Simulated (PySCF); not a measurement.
# Reading the logs of faulty runs: GeH5NOSi

These are calculations, not measurements. The program is PySCF 2.14.0, an open-source quantum chemistry code, run on an isolated molecule that a program drew, which may never have been made. The molecule is GeH5NOSi (charge 0, singlet), drawn as the SMILES string `N[Si][O][GeH3]`.

Each row is a Hartree-Fock (HF) and frozen-core CCSD(T) single point in the cc-pV(D+d)Z basis, meant for a local HF minimum. Run 1 is clean. Each other run has one planted mistake out of seven kinds, and not every kind appears here: one electron removed, one electron added, multiplicity raised by two, geometry at a saddle point, minimal basis STO-3G, one bond length entered in bohr, all coordinates scaled. The reference is restricted for singlets and unrestricted otherwise, and also for a bond in bohr. Adding or removing an electron swaps singlet and doublet. Electrons count all cores. HOMO and LUMO are orbital energies over both spins, the gradient is its largest component, and the lowest frequency (negative if imaginary) is given only where the gradient is small. Bond lengths are over the 8 bonds as drawn. T1 is the CCSD diagnostic: over 0.02 (restricted) or 0.045 (unrestricted) a single reference is doubtful. Germanium has the cc-pVDZ-PP basis, with a core potential (ECP10MDF) in place of its 10 inner electrons, and its 3s, 3p and 3d shells are frozen in CCSD(T).

Geometry of the clean run:
```xyz
9
GeH5NOSi, angstrom
N     0.0719   -2.0817    2.1413
Si    0.1413   -1.9554    0.4369
O     1.2391   -0.7479    0.2097
Ge    2.3771    0.4794    0.7991
H     0.5829   -1.5428    2.8166
H    -0.5298   -2.7529    2.5815
H     3.7550    0.1333    0.2420
H     1.8934    1.8352    0.2925
H     2.3963    0.4549    2.3313
```

| run | electrons | basis functions | <S^2> | HOMO (eV) | LUMO (eV) | gradient (hartree/bohr) | lowest frequency (cm^-1) | mean bond (Å) | longest bond (Å) | T1 | HF (hartree) | CCSD(T) (hartree) | mistake |
|---|---|---|---|---|---|---|---|---|---|---|---|---|---|
| 1 | 66 | 99 | 0.000 | -8.78 | 2.95 | 1.4e-06 | 25 | 1.4655 | 1.775 | 0.0151 | -714.60059 | -715.19490 | no fault |
| 2 | 67 | 99 | 0.777 | 1.36 | 7.60 | 6.2e-02 | - | 1.4655 | 1.775 | 0.0180 | -714.52048 | -715.11937 | one electron added |
| 3 | 66 | 99 | 0.000 | -8.14 | 3.56 | 1.1e-01 | - | 1.3322 | 1.613 | 0.0120 | -714.50093 | -715.07480 | all coordinates scaled |
| 4 | 65 | 99 | 0.757 | -16.49 | -6.62 | 6.9e-02 | - | 1.4655 | 1.775 | 0.0220 | -714.31925 | -714.88576 | one electron removed |
| 5 | 66 | 99 | 2.005 | -5.96 | 0.80 | 1.9e-02 | - | 1.4655 | 1.775 | 0.0154 | -714.50729 | -715.06901 | ? |
| 6 | 66 | 99 | 0.856 | -8.78 | 1.19 | 7.8e-03 | - | 1.6353 | 2.884 | 0.0396 | -714.49579 | -715.07829 | ? |

**Which mistake was planted in run 5, and what did it cost?**

Electrons, basis and geometry are unchanged, and <S^2> is 2.005, beside S(S+1) = 2.00 for a multiplicity of 3. So the mistake is: multiplicity raised by two. Subtracting run 1 and multiplying by 627.51 kcal/mol a hartree, the energy moved by 58.5 kcal/mol in HF and 79.0 kcal/mol in CCSD(T).

**Which mistake was planted in run 6, and what did it cost?**

The mean bond changes by a factor of 1.116 and the longest by 1.625, so the molecule wasn't scaled as a whole. A length L in bohr read as angstrom grows by (1/0.5292 - 1) L = 0.890 L. The 8 bonds together grew by 8 x 0.1698 = 1.358 Å, which gives L = 1.527 Å. That is the length of one of the Ge-H bonds, 1.526 Å in the clean geometry. So the mistake is: one bond length entered in bohr. Subtracting run 1 and multiplying by 627.51 kcal/mol a hartree, the energy moved by 65.8 kcal/mol in HF and 73.2 kcal/mol in CCSD(T).

Cautions from the logs. Run 2: the HOMO is above zero, so the electron isn't bound and the energy depends on the basis.
